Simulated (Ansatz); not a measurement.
Calculated with Ansatz (gas phase, PBE0-D4/def2-TZVP geometries, no zero-point term in ΔE). CCSD(T)/CBS adds triple-zeta CCSD(T) − MP2 to the extrapolated MP2 energy (def2 sets, frozen cores). This one scheme is used for every species. DFT in def2-TZVPP. B3LYP here is the variant with VWN-RPA as its local correlation; programs differ in this. For Ge outer-core shells are correlated without core-valence functions, which leaves a few kJ/mol of doubt a bond. Scalar relativity is left out up to krypton. One conformer a species, not always the lowest.

`S[SiH2][SiH2][GeH3]` + H₂ → `[SiH3][SiH2][GeH3]` + H₂S  (hydrogenolysis of the Si–S bond)

`S[SiH2][SiH2][GeH3]`:

```xyz
12

S     1.166   -0.811   -2.397
Si    1.811   -0.122   -0.470
Si    0.098    1.102    0.543
Ge   -1.830   -0.282    0.728
H     0.033   -1.376   -1.946
H     2.221   -1.253    0.407
H     3.007    0.710   -0.762
H    -0.220    2.292   -0.292
H     0.503    1.560    1.902
H    -1.540   -1.472    1.659
H    -2.213   -0.844   -0.654
H    -3.035    0.494    1.282
```

H₂:

Z-matrix (Å, degrees):
```
H
H 1 0.746
```

`[SiH3][SiH2][GeH3]`:

Z-matrix (Å, degrees):
```
Si
Si 1 2.337
H 1 1.488 2 109.7
H 1 1.488 2 111.3 3 120.4
H 1 1.488 2 109.7 3 -119.2
Ge 2 2.380 1 110.4 3 59.6
H 2 1.490 1 109.9 3 -179.8
H 2 1.490 1 109.9 3 -61.0
H 6 1.538 2 110.2 1 -59.7
H 6 1.538 2 110.2 1 59.6
H 6 1.538 2 111.3 1 179.9
```

H₂S:

```xyz
3

S     0.220   -0.246   -0.524
H    -0.872    0.471   -0.221
H     0.653   -0.224    0.745
```

CCSD(T)/CBS gives +37.7 kJ/mol.

(1) Another level gave +31.4 kJ/mol. Which?
A. HF/def2-TZVPP
B. PBE0-D4/def2-TZVPP
C. CCSD(T)/def2-TZVPP
D. B3LYP/def2-TZVPP

Largest T1 diagnostic among the species: 0.013.

## Answers

(1) C. CCSD(T)/def2-TZVPP 31.4, PBE0-D4 38.5, B3LYP 22.5, HF/def2-TZVPP 10.3 kJ/mol.

The D4 term adds +13.0 kJ/mol with B3LYP and +7.2 kJ/mol with PBE0; it sums over pairs of atoms, weighted by their polarisabilities, and B3LYP, whose exchange is more repulsive, gets the larger term. In def2-TZVPP, CCSD(T) changes the Hartree–Fock value by +21.1 kJ/mol (the triples alone add +5.6 kJ/mol) and MP2 by +31.8 kJ/mol.
